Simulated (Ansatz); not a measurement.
## Worked example: C4H11Ga → C3H7Ga + CH4

Species: C4H11Ga `CC(C)[CH2][GaH2]`, singlet; C3H7Ga `C=C[CH2][GaH2]`, singlet; CH4 (methane) `C`, singlet. This is a balance of energies; it says nothing on the path, which may need atoms to shift.

Shapes, held fixed at every level: PBE0-D4/def2-TZVP. Flexible molecules stand in one conformer, not always the lowest. Programs: Ansatz 0.2.0. The zero-point and thermal change to 298 K, harmonic and unscaled (PBE0-D4/def2-TZVP), is -11.0 kJ/mol.

At MP2/def2-TZVPP; 1 Eh = 2625.50 kJ/mol:

| species | energy (Eh) |
| --- | --- |
| C4H11Ga | -2082.111182 |
| C3H7Ga | -2041.668339 |
| CH4 | -40.412058 |

Task: Work out ΔH(298 K) of the reaction at this level.

Result: 
1. Products less reactants: (-2041.668339) + (-40.412058) − [(-2082.111182)] = 0.030785 Eh = +80.8 kJ/mol.
2. With the thermal change: +80.8 + (-11.0) = +69.8 kJ/mol.

Other levels give +54.1 (B2PLYP/def2-TZVPP) to +86.9 kJ/mol (SPW92/def2-TZVPP). No measured value is set beside it here. Relativity is left out for Ga. Outer-core shells of Ga are correlated, in sets that cover them unevenly.
